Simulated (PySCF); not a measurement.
# MgBr: a base run and its variants

Base input, run as `OMP_NUM_THREADS=1 python input.py` with PySCF 2.14:

```python
from pyscf import gto, scf, mp

mol = gto.M(
    atom='Mg 0 0 0; Br 0 0 2.182',
    basis='3-21g',
    charge=0,
    spin=1,
    verbose=4,
)
mf = scf.UHF(mol)
mf.kernel()
mp.MP2(mf).kernel()
mf.dip_moment()
print('orbital energies (hartree):', [e[max(0, n-3):n+3].round(4) for e, n in zip(mf.mo_energy, mol.nelec)])
```

Base result: E(SCF) = -2758.569339 Eh, 10 cycles, E(MP2) − E(SCF) = -0.04540 Eh, ⟨S²⟩ = 0.752, μz(SCF) = -3.14 D. The basis is very small, so the numbers show the basis as much as the system. The bond length is a typed value, not an optimised one. No search for the lowest solution was made.

It ran on Arm Neoverse V1 (1 thread, shared host) in 1.1 s, peak memory 0.12 GiB.

Each row names what differs from the base; energies in brackets are changes from the base.

```tsv
change	result	wall time (s)
step after the SCF: mp2 → optimize	E(SCF) = -2758.569339 Eh (+0.0000 eV), 10 cycles, ⟨S²⟩ = 0.752, all at the start geometry; optimised bond 2.434 Å with E = -2758.584242 Eh after 5 steps	3.1
geometry: bond 2.182 → bond 2.444	E(SCF) = -2758.584227 Eh (-0.4051 eV), 10 cycles, E(MP2) − E(SCF) = -0.04573 Eh, ⟨S²⟩ = 0.752, μz(SCF) = -4.25 D	1.1
step after the SCF: mp2 → polarizability	E(SCF) = -2758.569339 Eh (+0.0000 eV), 10 cycles, ⟨S²⟩ = 0.752, μz(SCF) = -3.14 D, α(xx, yy, zz) = 51.6, 51.6, 52.1 bohr³	1.1
functional: none (Hartree–Fock) → mn15l; SCF type: UHF → UKS; step after the SCF: mp2 → analyze	E(SCF) = -2759.613153 Eh, 8 cycles, ⟨S²⟩ = 0.751, μz(SCF) = -2.64 D	5.6
electric field along z (a.u.): none → 0.005	E(SCF) = -2758.563819 Eh (+0.1502 eV), 10 cycles, E(MP2) − E(SCF) = -0.04657 Eh, ⟨S²⟩ = 0.752, μz(SCF) = -2.47 D	1
step after the SCF: mp2 → tdhf; number of roots: default → 6	E(SCF) = -2758.569339 Eh (+0.0000 eV), 10 cycles, ⟨S²⟩ = 0.752, μz(SCF) = -3.14 D, first excitations without spin–orbit coupling 3.40, 3.40, 5.63, 5.71, 5.71 eV	3.2
geometry: bond 2.182 → bond 4.364	not converged: SCF after 50 cycles	1.4
geometry: bond 2.182 → bond 1.746	E(SCF) = -2758.379073 Eh (+5.1774 eV), 9 cycles, E(MP2) − E(SCF) = -0.04424 Eh, ⟨S²⟩ = 0.752, μz(SCF) = -1.73 D	0.98
electric field along z (a.u.): none → 0.2 [unsound on purpose] [an earlier cycle lay lower, so not the lowest solution of its kind] [may be another electronic state]	E(SCF) = -2760.226726 Eh (-45.0998 eV), E(MP2) − E(SCF) = -0.10747 Eh, ⟨S²⟩ = 0.789, μz(SCF) = 43.79 D	1.1
geometry: bond 2.182 → bond 2.029	E(SCF) = -2758.536997 Eh (+0.8801 eV), 9 cycles, E(MP2) − E(SCF) = -0.04514 Eh, ⟨S²⟩ = 0.752, μz(SCF) = -2.58 D	0.99
step after the SCF: mp2 → gradient	E(SCF) = -2758.569339 Eh (+0.0000 eV), 10 cycles, ⟨S²⟩ = 0.752, μz(SCF) = -3.14 D, gradient on the second atom -0.0728 Eh/bohr	1.3
charge: 0 → 1; spin (2S): 1 → 2 [another spin of the ion may lie lower] [a high spin state]	E(SCF) = -2758.216408 Eh (+9.6037 eV), 9 cycles, E(MP2) − E(SCF) = -0.03242 Eh, ⟨S²⟩ = 2.001	1
step after the SCF: mp2 → stability	E(SCF) = -2758.569339 Eh (+0.0000 eV), 10 cycles, ⟨S²⟩ = 0.752, μz(SCF) = -3.14 D, internal stable; real -> complex stable; UHF/UKS -> GHF/GKS stable	1.3
level shift (hartree): none → 0.3	E(SCF) = -2758.569339 Eh (+0.0000 eV), 15 cycles, E(MP2) − E(SCF) = -0.04540 Eh, ⟨S²⟩ = 0.752, μz(SCF) = -3.14 D	1.1
geometry: bond 2.182 → bond 25 [unsound on purpose]	E(SCF) = -2758.503339 Eh (+1.7960 eV), 15 cycles, E(MP2) − E(SCF) = -0.04589 Eh, ⟨S²⟩ = 0.750, μz(SCF) = 0.00 D	1
basis set: 3-21g → 6-31g*	E(SCF) = -2771.761232 Eh, 11 cycles, E(MP2) − E(SCF) = -0.29851 Eh, ⟨S²⟩ = 0.751, μz(SCF) = -2.64 D	1.6
smearing width (hartree): none → 0.05; step after the SCF: mp2 → none [smearing does not keep the typed spin]	E(SCF) = -2758.468127 Eh (+2.7541 eV), 9 cycles, μz(SCF) = -3.00 D	0.82
geometry: bond 2.182 → bond 6.546	E(SCF) = -2758.503423 Eh (+1.7937 eV), 13 cycles, E(MP2) − E(SCF) = -0.04591 Eh, ⟨S²⟩ = 0.750, μz(SCF) = 0.04 D	1
spin-free X2C: off → on [basis contracted without relativity]	E(SCF) = -2783.112183 Eh, 10 cycles, E(MP2) − E(SCF) = -0.04466 Eh, ⟨S²⟩ = 0.752, μz(SCF) = -3.14 D	1.1
```

Problem. Order these changes by how far they move the SCF energy from the base, largest first: (1) geometry: bond 2.182 → bond 1.746; (2) geometry: bond 2.182 → bond 2.029; (3) geometry: bond 2.182 → bond 2.444; (4) geometry: bond 2.182 → bond 6.546.

Solution. (1) +5.1774 eV, (4) +1.7937 eV, (2) +0.8801 eV, (3) -0.4051 eV.
